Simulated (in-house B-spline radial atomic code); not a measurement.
**BSE on G0W0@HF excitations of Kr IX (Kr8+)**

Method: BSE on G0W0@HF. Computed with an all-electron radial atomic-structure program (B-spline basis): linear response of the closed shell [Ar] 3d10 with a statically screened interaction on G0W0 levels; non-relativistic, point nucleus, no spin-orbit coupling, no double excitations, S, P, D and F terms only. Only terms of natural parity with L up to 3 were computed.

Without relativity these are model numbers for so heavy an element.

Command:
```bash
python run_td.py task.json out
```
Settings (radii: box in bohr, nucleus in fm):
```
Z                        36
electrons                28
configuration            [Ar] 3d10
hamiltonian              nr
method                   bse
box_radius               11.59
intervals                52
```

Cost of the run: 1.3 s on 1 thread of Intel(R) Xeon(R) Platinum 8259CL CPU @ 2.50GHz (Skylake/Cascade Lake), on a shared host.

The lowest states, in the order of their Tamm-Dancoff energies; the method's threshold (minus the highest G0W0 level) is 235.45 eV. Labels give the largest channel, * marks a mixed state, and oscillator strengths are full-response dipole values. Energies in eV:

```json
{"state": "3d → 4s 3D", "full response": "89.54", "Tamm-Dancoff": "89.56", "oscillator strength": "-"}
{"state": "3d → 4s 1D", "full response": "90.51", "Tamm-Dancoff": "90.52", "oscillator strength": "-"}
{"state": "3d → 4p 3P", "full response": "106.86", "Tamm-Dancoff": "106.90", "oscillator strength": "-"}
{"state": "3d → 4p 3F", "full response": "107.73", "Tamm-Dancoff": "107.75", "oscillator strength": "-"}
{"state": "3d → 4p 1F", "full response": "108.49", "Tamm-Dancoff": "108.49", "oscillator strength": "-"}
{"state": "3d → 4p 1P", "full response": "109.45", "Tamm-Dancoff": "109.55", "oscillator strength": "0.547"}
{"state": "3d → 4d 3S", "full response": "135.43", "Tamm-Dancoff": "135.49", "oscillator strength": "-"}
{"state": "3d → 4d 3D", "full response": "137.68", "Tamm-Dancoff": "137.70", "oscillator strength": "-"}
{"state": "3d → 4d 1D", "full response": "138.79", "Tamm-Dancoff": "138.80", "oscillator strength": "-"}
{"state": "3d → 4d 1S", "full response": "146.29", "Tamm-Dancoff": "147.32", "oscillator strength": "-"}
{"state": "3d → 5s 3D", "full response": "158.17", "Tamm-Dancoff": "158.18", "oscillator strength": "-"}
{"state": "3d → 5s 1D", "full response": "?", "Tamm-Dancoff": "?", "oscillator strength": "-"}
{"state": "3d → 4f 3P", "full response": "163.29", "Tamm-Dancoff": "163.29", "oscillator strength": "-"}
{"state": "3d → 4f 3F", "full response": "164.25", "Tamm-Dancoff": "164.25", "oscillator strength": "-"}
{"state": "3d → 4f 1F", "full response": "?", "Tamm-Dancoff": "?", "oscillator strength": "-"}
{"state": "3d → 5p 3P", "full response": "165.27", "Tamm-Dancoff": "165.28", "oscillator strength": "-"}
{"state": "3d → 5p 3F", "full response": "165.61", "Tamm-Dancoff": "165.61", "oscillator strength": "-"}
{"state": "3d → 4f 1P*", "full response": "165.72", "Tamm-Dancoff": "165.83", "oscillator strength": "0.916"}
{"state": "3d → 5p 1F", "full response": "165.85", "Tamm-Dancoff": "165.85", "oscillator strength": "-"}
{"state": "3d → 5p 1P*", "full response": "166.22", "Tamm-Dancoff": "166.27", "oscillator strength": "0.707"}
{"state": "3d → 5d 3S", "full response": "177.44", "Tamm-Dancoff": "177.46", "oscillator strength": "-"}
{"state": "3d → 5d 3D", "full response": "178.35", "Tamm-Dancoff": "178.36", "oscillator strength": "-"}
```

Task: Where does 3d → 5s 1D lie?

Result: At 158.47 eV in full response, 158.47 eV in Tamm-Dancoff.

Task: Where does 3d → 4f 1F lie?

Result: At 164.61 eV in full response, 164.61 eV in Tamm-Dancoff.

Task: How large is the singlet-triplet splitting of 3d → 4s (D terms) in Tamm-Dancoff?

Result: 0.966 eV, from the unrounded values.

Task: What polarisabilities and dispersion coefficient does the method give?

Result: Dipole 0.1975 bohr³, quadrupole 0.1294 bohr⁵, C6 0.2285 hartree·bohr⁶ for two such species.
